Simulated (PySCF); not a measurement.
Positional isomers: benzothiophene methyl+silyl. All species are isolated molecules in the gas phase. Strings in code marks are SMILES.

Computed with PBE-D3(BJ)/def2-TZVP // B3LYP-D3(BJ)/def2-SVP (PySCF). All candidates: neutral, multiplicity 1. Excitations are Tamm–Dancoff values on a coarser integration grid. The basis has no diffuse functions, so Rydberg states are missing or too high.

```json
{
  "HOMO": "-5.46 eV",
  "HOMO–LUMO gap": "3.73 eV",
  "brightest of the four lowest singlets (TDA)": "5.10 eV"
}
```

Name which member has these values.
A. `Cc1cc2cc([SiH3])ccc2s1`
B. `Cc1cc([SiH3])c2ccsc2c1`
C. `Cc1cc2c([SiH3])cccc2s1`
D. `Cc1c([SiH3])ccc2ccsc12`

A, `Cc1cc2cc([SiH3])ccc2s1`. The others give `Cc1cc2c([SiH3])cccc2s1`: -5.45 eV, 3.57 eV, 5.10 eV; `Cc1c([SiH3])ccc2ccsc12`: -5.42 eV, 3.47 eV, 5.07 eV; `Cc1cc([SiH3])c2ccsc2c1`: -5.45 eV, 3.55 eV, 5.05 eV
